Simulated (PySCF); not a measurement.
C3H8N, SMILES CN[CH]C, doublet at its PBE0/def2-SVP optimised geometry (Å):

```
12

C      1.4362    -0.7692    -0.0085
C      0.6897     0.5174     0.0000
N     -0.7006     0.5174     0.0000
C     -1.4411    -0.4131    -0.8106
H      1.2175    -1.3863    -0.8977
H      2.5187    -0.5766    -0.0103
H      1.2195    -1.4055     0.8771
H      1.1285     1.3708     0.5260
H     -1.0972     1.4497     0.0000
H     -1.2456    -0.3168    -1.8992
H     -2.5187    -0.2703    -0.6436
H     -1.2051    -1.4497    -0.5244
```

Level of theory: PySCF with unrestricted PBE0/def2-TZVP. Cells within 0.4 Å of a nucleus heavier than hydrogen are left out (blank, or x).

Map of the log10 of the electron density (e/bohr³), floored at −4 on the plane z = 0.0 Å:

```
|000000000000000000000000000|
|000000000000000000000000000|
|000000000000000000000000000|
|000000000000000000000000000|
|000000000000000000000000000|
|000000000000000000000000000|
|000000001222212222100000000|
|000000013444333444310000000|
|000000024676555665421000000|
|000000135798767776531000000|
|000001235799888887542100000|
|00001334679x99xx97643210000|
|00013455689xx9xx97655421000|
|000235667899988998776542000|
|00023567778876789x998642000|
|0001346677766568xx998642000|
|00012345677655689x887542000|
|000012345776545788765431000|
|000001234565434666544210000|
|000000123444323454432100000|
|000000012222112233210000000|
|000000000010000111100000000|
|000000000000000000000000000|
|000000000000000000000000000|
|000000000000000000000000000|
|000000000000000000000000000|
|000000000000000000000000000|
```
Scale: ten equal steps from -4.00 (start of '0') to -0.355 (end of '9'), in the order '0123456789'; x runs from -5.00 to 5.00, y from -5.00 (bottom) to 5.00 (top).
